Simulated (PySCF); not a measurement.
Exercise with solution: chemical shift, span and skew from a shielding tensor

BeFH2N, SMILES [NH2][Be][F]. Atoms are numbered in the order given.

```xyz
5

Be     0.0000     0.0000    -0.1002
F      0.0000     0.0000    -1.4927
N      0.0000     0.0000     1.4084
H      0.0000    -0.8256     1.9878
H      0.0000     0.8256     1.9878
```

Coordinates come from a TPSSh-D3(BJ)/def2-TZVP optimisation. One conformer was computed; it need not be the lowest.

GIAO shieldings from PBE0/pcSseg-2 run with PySCF, non-relativistic, no solvent. The symmetric part of the tensor of F2 has the principal values 289.9, 349.3, 467.7 ppm. The same nucleus in CFCl3 has σ = 165.8 ppm at this level (PySCF, at its B3LYP-D3(BJ)/def2-TZVP geometry).

Question: Work out the isotropic shielding, the ¹⁹F shift against CFCl3, the span and the skew.

Answer: 
σ(iso) = (σ11 + σ22 + σ33)/3 = 369.0 ppm. δ = σ(ref) − σ(iso) = 165.8 − (369.0) = -203.2 ppm.
Span Ω = σ33 − σ11 = 177.8 ppm. Skew κ = 3(σ(iso) − σ22)/Ω = 0.33. Tumbling in solution averages the tensor to δ; in a static solid the shielding alone would spread this spin-1/2 line over Ω.
